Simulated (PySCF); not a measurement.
Fractional electron number in Mn (manganese, neutral)

The 4s beta orbital of [Ar] 3d5 4s2 is emptied in steps (occupation f), with all orbitals relaxed, ending at [Ar] 3d5 4s1. Calculation: PySCF 2.14, in def2-SVP (5s3p2d1f, 31 functions); the non-relativistic Hamiltonian (point nucleus). The exact energy is a straight line in f; departures are measured from the line between the end points of the same method.

Q: Among PBE0, r2SCAN, LC-wPBE, which shows the largest delocalisation error (convex curve), and which is closest to linear?

A: Most convex: r2SCAN (-0.560 eV at f = 0.5); closest to linear: LC-wPBE (-0.003 eV).

| f | PBE0 (eV) | r2SCAN (eV) | LC-wPBE (eV) |
| --- | --- | --- | --- |
| 1 | 0.000 | 0.000 | 0.000 |
| 0.9 | -0.182 | -0.215 | 0.002 |
| 0.7 | -0.425 | -0.489 | 0.000 |
| 0.5 | -0.504 | -0.560 | -0.003 |
| 0.3 | -0.419 | -0.441 | -0.005 |
| 0.1 | -0.171 | -0.161 | -0.002 |
| 0 | 0.000 | 0.000 | 0.000 |

| method | E(f=0) − E(f=1) (eV) | −ε at f=1 (eV) | −ε at f=0.5 (eV) |
| --- | --- | --- | --- |
| PBE0 | 7.017 | 4.993 | 7.032 |
| r2SCAN | 6.864 | 4.454 | 6.991 |
| LC-wPBE | 6.912 | 6.920 | 6.894 |

As f goes to zero the orbital energy of a semilocal functional can turn back, because the density of that orbital vanishes from the exchange-correlation potential.

Reference removal energy between the ground levels: 7.434 eV (measured; NIST Atomic Spectra Database, ionization energies).
